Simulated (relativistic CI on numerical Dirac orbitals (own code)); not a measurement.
## Gd XLVIII: q coefficients and field-shift factors

Computed by Dirac-Coulomb-Breit CI, separate exchange-only KLI orbitals for each configuration, derivatives by finite differences, unscaled Slater integrals, QED left out (own radial code, finite nucleus).

CI space (outside the closed core [Ne]): 3s²3p⁵, 3s3p⁶, 3s²3p⁴3d, 3s3p⁵3d, 3p⁶3d, 3s3p⁴3d², 3p⁵3d², 3p⁴3d³. Double excitations out of closed p, d and f shells are left out; levels of such configurations are missing from the list, as are those of other unlisted configurations, and high levels can miss mixing partners.

With x = (α/α₀)² − 1 an excitation energy changes as ω = ω₀ + qx; K = 2q/ω₀ is the relative enhancement. Terms are leading LS components, so labels can repeat. The field-shift factor is F = δν/δ⟨r²⟩ for the transition from the lowest level.

Lowest level 3s²3p⁵ ²P°3/2.

| Level | ω₀ (cm⁻¹) | q (cm⁻¹) | K | F (GHz/fm²) |
| --- | --- | --- | --- | --- |
| 3s²3p⁵ ²P°1/2 | 1402096 | 1.618e+06 | 2.31 | -117 |
| 3s²3p⁴3d ⁴D3/2 | 1545563 | 77030 | 0.0997 | 2.73 |
| 3s²3p⁴3d ⁴D5/2 | 1580309 | 93680 | 0.119 | 3.52 |
| 3s²3p⁴3d ⁴P1/2 | 1587366 | 95880 | 0.121 | -19.8 |
| 3s²3p⁴3d ²F7/2 | 1616628 | 72590 | 0.0898 | 4.58 |
| 3s²3p⁴3d ²D3/2 | 1749556 | 95710 | 0.109 | 1.87 |
| 3s²3p⁴3d ²F7/2 | 1877961 | 397500 | 0.423 | 8.34 |
| 3s²3p⁴3d ⁴F9/2 | 1899214 | 390200 | 0.411 | 11 |
| 3s²3p⁴3d ²P1/2 | 1920871 | 468100 | 0.487 | -119 |
| 3s²3p⁴3d ²D5/2 | 2093322 | 410400 | 0.392 | 5.78 |
| 3s²3p⁴3d ²D3/2 | 2140755 | 432800 | 0.404 | 6.12 |
| 3s²3p⁴3d ²D5/2 | 2171695 | 443100 | 0.408 | 1.19 |
| 3s3p⁶ ²S1/2 | 2633680 | 1.743e+06 | 1.32 | -1970 |

At this charge energies of transitions that change n are usually good to better than 1 %, and those within a shell (Δn = 0) to a few per cent.
